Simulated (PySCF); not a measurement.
# CaP from Hartree–Fock to correlated methods

State: ⁴Σ⁻ (quartet), unpaired electrons σ ↑, π ↑↑. Set-up: basis Ca def2-TZVPP, P def2-TZVPP; no relativity; PySCF 2.14. De refers to Ca + P in their high-spin ground configurations, without counterpoise correction. The functionals are run spin-unrestricted. A positive dipole means Ca(−)P(+).

```
      Level  Re (Å)  ωe (cm⁻¹)  De (eV)  μ (D)
        UHF   2.844        273     0.68  -4.19
    UHF-MP2   2.805        272     0.76    n/a
UHF-SCS-MP2   2.816        269     0.75    n/a
   UHF-CCSD   2.816        267     0.75    n/a
UHF-CCSD(T)   2.818        263     0.79    n/a
        PBE   2.760        270     1.47  -3.36
       PW91   2.754        273     1.52  -3.44
     r²SCAN   2.760        279     1.57  -3.86
      B3LYP   2.782        266     1.26  -3.76
       PBE0   2.761        277     1.36  -3.67
  BHandHLYP   2.788        274     1.13  -4.02
     M06-2X   2.795        269     1.32  -3.86
    LC-ωPBE   2.746        294     1.46  -3.79
```

(1) Which functional lies closest to UHF-CCSD(T) in De, which farthest, and by how much do they differ from it?

(2) What does a quarter of exact exchange do here, going from PBE to PBE0?

(3) What does second-order correlation do here, going from UHF to UHF-MP2?

Correlated steps freeze 10 core orbitals. The state is the lowest determinant that a PBE0 search found; another state may lie lower at other levels.

The whole job (state search and all levels along the bond) took about 10 min on 1 thread of Arm Neoverse V1 (shared host), peak memory 1.9 GiB.

## Answers

(1) Closest is BHandHLYP (-3.0 pm in Re, +4.2 % in ωe, +0.34 eV in De against UHF-CCSD(T) in the same basis), farthest r²SCAN (-5.8 pm in Re, +6.1 % in ωe, +0.78 eV in De). CCSD(T) converges more slowly with the basis than the functionals do and binds too weakly in this one, so the order can change at the basis-set limit.

(2) PBE0 less PBE: +0.1 pm in Re, +2.6 % in ωe, -0.11 eV in De. Exact exchange removes part of the self-interaction that spreads semilocal densities, and in most molecules shortens and stiffens the bond and lowers De; so it does here.

(3) UHF-MP2 less UHF: -3.9 pm in Re, -0.4 % in ωe, +0.08 eV in De. Correlation nearly always deepens the well. The bond shortens, as in weak, metallic or heavy-atom bonds, where dispersion and the correlation of outer-core electrons pull the atoms together.
